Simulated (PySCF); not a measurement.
HBr2ClOSi (SMILES O[Si](Cl)(Br)Br), singlet, at a GFN2-xTB geometry; PySCF with DF-CAMB3LYP/cc-pVQZ.

The PySCF input:
```python
from pyscf import gto, scf, dft

mol = gto.M(
    atom='''
O    -1.566506   -0.701302   -1.070497
Si   -0.449524   -0.356283    0.031457
Cl   -0.674134   -1.401644    1.734823
Br    1.411090   -0.806808   -1.020133
Br   -0.474035    1.808631    0.437032
H    -2.511247   -0.637478   -0.959905
''',
    basis='cc-pvqz',
    charge=0,
    spin=0,
    verbose=4,
    max_memory=1800,
)

mf = dft.RKS(mol)
mf.xc = 'camb3lyp'
mf = mf.density_fit(auxbasis='def2-universal-jkfit')
mf.kernel()
```

Q: Write the output that PySCF gives for this input, abridged.

A: 
```
PySCF version 2.14.0

[INPUT] verbose = 4
[INPUT] num. atoms = 6
[INPUT] num. electrons = 110
[INPUT] charge = 0
[INPUT] spin (= nelec alpha-beta = 2S) = 0
[INPUT] symmetry False subgroup None
[INPUT] Mole.unit = angstrom
[INPUT] Symbol           X                Y                Z      unit          X                Y                Z       unit  Magmom
[INPUT]  1 O     -1.566506000000  -0.701302000000  -1.070497000000 AA   -2.960267312488  -1.325268710610  -2.022946147169 Bohr   0.0
[INPUT]  2 Si    -0.449524000000  -0.356283000000   0.031457000000 AA   -0.849477246419  -0.673277292838   0.059445114700 Bohr   0.0
[INPUT]  3 Cl    -0.674134000000  -1.401644000000   1.734823000000 AA   -1.273928631258  -2.648723284140   3.278340344596 Bohr   0.0
[INPUT]  4 Br     1.411090000000  -0.806808000000  -1.020133000000 AA    2.666573637113  -1.524646155108  -1.927771980631 Bohr   0.0
[INPUT]  5 Br    -0.474035000000   1.808631000000   0.437032000000 AA   -0.895796323458   3.417817250398   0.825870787671 Bohr   0.0
[INPUT]  6 H     -2.511247000000  -0.637478000000  -0.959905000000 AA   -4.745569061136  -1.204658830435  -1.813957555601 Bohr   0.0

nuclear repulsion = 841.059811419767
number of shells = 82
number of NR pGTOs = 578
number of NR cGTOs = 339
basis = cc-pvqz
ecp = {}

******** <class 'pyscf.df.df_jk.DFRKS'> ********
method = DFRKS
initial guess = minao
damping factor = 0
level_shift factor = 0
DIIS = <class 'pyscf.scf.diis.CDIIS'>
diis_start_cycle = 1
diis_space = 8
diis_damp = 0
SCF conv_tol = 1e-09
SCF conv_tol_grad = None
SCF max_cycles = 50
direct_scf = False
XC library pyscf.dft.libxc version 7.1.2
    S. Lehtola, C. Steigemann, M. J. T. Oliveira, and M. A. L. Marques,  SoftwareX 7, 1–5 (2018)
XC functionals = camb3lyp
    T. Yanai, D. P. Tew, and N. C. Handy,  Chem. Phys. Lett. 393, 51 (2004)
radial grids:
    Treutler-Ahlrichs [JCP 102, 346 (1995); DOI:10.1063/1.469408] (M4) radial grids

becke partition: Becke, JCP 88, 2547 (1988); DOI:10.1063/1.454033
pruning grids: <function nwchem_prune>
grids dens level: 3
symmetrized grids: False
atomic radii adjust function: <function treutler_atomic_radii_adjust>
small_rho_cutoff = 0
Set gradient conv threshold to 3.16228e-05
Initial guess from minao.
tot grids = 102800
******** <class 'pyscf.df.df.DF'> ********
auxbasis = def2-universal-jkfit
Create RSH-DF object <pyscf.df.df.DF object> for omega=0.33
******** <class 'pyscf.df.df.DF'> ********
auxbasis = auxmol.basis = def2-universal-jkfit
init E= -5972.98282703304
  HOMO = -0.352779647776068  LUMO = -0.0428366105132341  gap/eV = 8.43398
cycle= 1 E= -5974.33149993722  delta_E= -1.35  |g|= 0.883  |ddm|= 6.31
  HOMO = -0.325568281105038  LUMO = -0.0315604574077213  gap/eV = 8.00036
cycle= 2 E= -5974.26495926008  delta_E= 0.0665  |g|= 1.06  |ddm|= 1.11
  HOMO = -0.356290223766383  LUMO = 0.00842876710470871  gap/eV = 9.92451
cycle= 3 E= -5974.45722757733  delta_E= -0.192  |g|= 0.12  |ddm|= 0.554
  HOMO = -0.359949058783103  LUMO = 0.0103446583841781  gap/eV = 10.07621
cycle= 4 E= -5974.4591356544  delta_E= -0.00191  |g|= 0.0272  |ddm|= 0.093
  HOMO = -0.361961024810196  LUMO = 0.0085504362429596  gap/eV = 10.08213
cycle= 5 E= -5974.45925590335  delta_E= -0.00012  |g|= 0.0107  |ddm|= 0.0239
  HOMO = -0.36143918579077  LUMO = 0.00973573175381577  gap/eV = 10.10018
cycle= 6 E= -5974.459283286  delta_E= -2.74e-05  |g|= 0.00269  |ddm|= 0.00971
  HOMO = -0.36126592936372  LUMO = 0.0096713219704252  gap/eV = 10.09372
cycle= 7 E= -5974.45928491961  delta_E= -1.63e-06  |g|= 0.000602  |ddm|= 0.00262
  HOMO = -0.361352475197394  LUMO = 0.0096593645679426  gap/eV = 10.09575
cycle= 8 E= -5974.45928500273  delta_E= -8.31e-08  |g|= 0.000104  |ddm|= 0.000748
  HOMO = -0.36134315278667  LUMO = 0.00966255081215944  gap/eV = 10.09558
cycle= 9 E= -5974.45928500648  delta_E= -3.75e-09  |g|= 3.48e-05  |ddm|= 0.000151
  HOMO = -0.361345105155968  LUMO = 0.00966311596476701  gap/eV = 10.09565
cycle= 10 E= -5974.45928500688  delta_E= -4.02e-10  |g|= 7.71e-06  |ddm|= 3.85e-05
  HOMO = -0.361345767639617  LUMO = 0.00966246559373469  gap/eV = 10.09565
Extra cycle  E= -5974.45928500688  delta_E= 1.82e-12  |g|= 5.72e-06  |ddm|= 1.14e-05
converged SCF energy = -5974.45928500688
```
